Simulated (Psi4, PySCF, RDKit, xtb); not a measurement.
Internal rotation in SMILES c1ccc(c2c1cccc2)-c1occc1 (C₁₄H₁₀O), singlet. Scanned: dihedral O3–C4–C5–C6; all other coordinates were relaxed at GFN2-xTB. Points at φ and −φ are mirror images. Heavy atoms are numbered in the order of the SMILES c1coc(-c2cccc3ccccc23)c1, hydrogens after them in the order of the atoms that carry them; the mirror image has the same energies with the sign of each dihedral reversed.

Levels: MMFF94 // GFN2-xTB (RDKit); GFN1-xTB // GFN2-xTB (xtb); RHF/LANL2DZ = restricted Hartree-Fock/LANL2DZ, density fitting // GFN2-xTB in PySCF 2.14.0; PBE-D3(BJ)/def2-SVP // GFN2-xTB (Psi4).

Energies relative to the lowest point of each profile, in eV; the last columns give the difference from PBE-D3(BJ):

```csv
φ / °,MMFF94,GFN1-xTB,RHF/LANL2DZ,PBE-D3(BJ)/def2-SVP,MMFF94 − PBE-D3(BJ)/def2-SVP,GFN1-xTB − PBE-D3(BJ)/def2-SVP,RHF/LANL2DZ − PBE-D3(BJ)/def2-SVP
-160,0.112,0.000,0.037,0.019,0.092,-0.019,0.017
-140,0.031,0.003,0.000,0.019,0.012,-0.017,-0.019
-120,0.007,0.059,0.009,0.071,-0.064,-0.012,-0.062
-100,0.027,0.121,0.048,0.137,-0.110,-0.016,-0.088
-80,0.031,0.123,0.078,0.145,-0.114,-0.022,-0.067
-60,0.005,0.067,0.056,0.082,-0.077,-0.016,-0.026
-40,0.000,0.011,0.014,0.011,-0.011,0.000,0.002
-20,0.074,0.013,0.028,0.000,0.074,0.013,0.028
0,0.193,0.077,0.101,0.057,0.135,0.020,0.043
20,0.074,0.013,0.028,0.000,0.074,0.013,0.028
40,0.000,0.011,0.014,0.011,-0.011,0.000,0.002
60,0.005,0.067,0.056,0.082,-0.077,-0.016,-0.026
80,0.031,0.123,0.078,0.145,-0.114,-0.022,-0.067
100,0.027,0.121,0.048,0.137,-0.110,-0.016,-0.088
120,0.007,0.059,0.009,0.071,-0.064,-0.012,-0.062
140,0.031,0.003,0.000,0.019,0.012,-0.017,-0.019
160,0.112,0.000,0.037,0.019,0.092,-0.019,0.017
180,0.169,0.020,0.072,0.036,0.133,-0.016,0.036
```

MMFF94 is furthest from PBE-D3(BJ)/def2-SVP at 0 (0.135 eV, above); its mean absolute difference over the points is 0.076 eV.

GFN1-xTB is furthest from PBE-D3(BJ)/def2-SVP at -80 (-0.022 eV, below); its mean absolute difference over the points is 0.015 eV.

RHF/LANL2DZ is furthest from PBE-D3(BJ)/def2-SVP at -100 (-0.088 eV, below); its mean absolute difference over the points is 0.039 eV.
